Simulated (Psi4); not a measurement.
Pair of molecules, SMILES N with SMILES FCF (the first has 4 atoms); geometry from B3LYP-D3(BJ)/def2-TZVP, rigid monomers moved along the line of their centres of mass till N1···H8 is 3.29 Å.
(charge 0, multiplicity 1):
```xyz
9

N     -0.009    -0.099    -0.119
H     -1.022    -0.082    -0.172
H      0.319     0.833    -0.349
H      0.321    -0.723    -0.846
F     -1.045    -0.442     4.554
C      0.278    -0.337     4.220
F      0.727     0.882     4.648
H      0.368    -0.386     3.134
H      0.828    -1.112     4.757
```

Level of theory: SAPT0/jun-cc-pV(D+d)Z (Psi4).

Problem. Give the four SAPT terms and the total, and say what mostly holds the pair together.

Solution. electrostatics -8.1, exchange 1.0, induction -0.6, dispersion -0.8, total -8.6 kJ/mol; the largest attraction is electrostatics.
